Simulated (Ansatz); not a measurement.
Cost and result for the atomization energy of `CCBN[SiH3]` (15 atoms, 14 bonds).

```csv
atom,x (Å),y (Å),z (Å)
C1,2.196,-0.240,1.209
C2,1.121,-0.941,0.378
B3,0.140,0.052,-0.342
N4,-1.256,-0.107,-0.317
Si5,-2.441,0.906,-1.093
H6,2.902,-0.951,1.644
H7,2.767,0.464,0.597
H8,1.756,0.330,2.031
H9,0.581,-1.669,0.996
H10,1.614,-1.528,-0.410
H11,0.576,0.992,-0.956
H12,-1.607,-0.898,0.208
H13,-3.240,0.124,-2.075
H14,-1.722,2.002,-1.781
H15,-3.387,1.464,-0.090
```

The species carries charge 0 and has multiplicity 1. The geometry is a stationary point of PBE0-D4/def2-TZVP. It is one conformer, not always the lowest. Program: Ansatz. All runs use 4 threads of an Intel Xeon on a shared host. Times are those of one run each, without the atoms' runs, and a repeat can differ threefold. Electronic energies, without spin–orbit coupling; frozen cores. CCSD(T)/CBS adds CCSD(T) − MP2 in def2-TZVPP to the MP2 limit, and its time is that of the two runs behind it. T1 = 0.011. B3LYP takes the VWN-RPA correlation (the form of Gaussian; ORCA's B3LYP/G).

CCSD(T)/CBS is a level of theory with its own doubt, some kJ/mol a heavy atom from the limit and from the frozen cores, so smaller differences don't rank the functionals.

```
                             level  functions  wall time
   PBE-D4/def2-TZVPP (with forces)        306      2.6 s
                PBE0-D4/def2-TZVPP        306      2.9 s
r2SCAN-D4/def2-TZVPP (with forces)        306      4.1 s
 B3LYP-D4/def2-TZVPP (with forces)        306      4.6 s
                 B2PLYP/def2-TZVPP        306      5.5 s
                ωB97X-V/def2-TZVPP        306        7 s
  ωB97M-V/def2-TZVPP (with forces)        306       10 s
                    MP2/def2-QZVPP        598       24 s
                CCSD(T)/def2-TZVPP        306    6.5 min
                 CCSD(T)/CBS(def2)          –    6.9 min
```

Problem. What atomization energy does each give, and how far from CCSD(T)/CBS? (Best estimate.)

Solution. Ansatz gave: 
| level | atomization (kJ/mol) | difference from CCSD(T)/CBS | per bond |
| --- | --- | --- | --- |
| PBE-D4/def2-TZVPP (with forces) | 5571.8 | 59.1 | 4.2 |
| PBE0-D4/def2-TZVPP | 5522.7 | 10.0 | 0.7 |
| r2SCAN-D4/def2-TZVPP (with forces) | 5523.1 | 10.4 | 0.7 |
| B3LYP-D4/def2-TZVPP (with forces) | 5542.1 | 29.4 | 2.1 |
| B2PLYP/def2-TZVPP | 5475.9 | -36.8 | -2.6 |
| ωB97X-V/def2-TZVPP | 5541.3 | 28.6 | 2.0 |
| ωB97M-V/def2-TZVPP (with forces) | 5542.7 | 30.0 | 2.1 |
| MP2/def2-QZVPP | 5494.3 | -18.4 | -1.3 |
| CCSD(T)/def2-TZVPP | 5387.5 | -125.2 | -8.9 |
| CCSD(T)/CBS(def2) | 5512.7 | 0.0 | 0.0 |

From PBE to PBE0 (25 % exact exchange), in def2-TZVPP and without D4, the atomization energy moves by −44.8 kJ/mol: exact exchange takes away binding that semilocal exchange gives to molecules. In def2-TZVPP, CCSD(T) changes the Hartree–Fock value by +1193.4 kJ/mol (the triples alone add +57.3 kJ/mol) and MP2 by +1225.7 kJ/mol; breaking electron pairs costs correlation energy, which Hartree–Fock lacks. The D4 term adds +42.7 kJ/mol with B3LYP and +22.6 kJ/mol with PBE0; it sums over pairs of atoms, weighted by their polarisabilities, and B3LYP, whose exchange is more repulsive, gets the larger term.
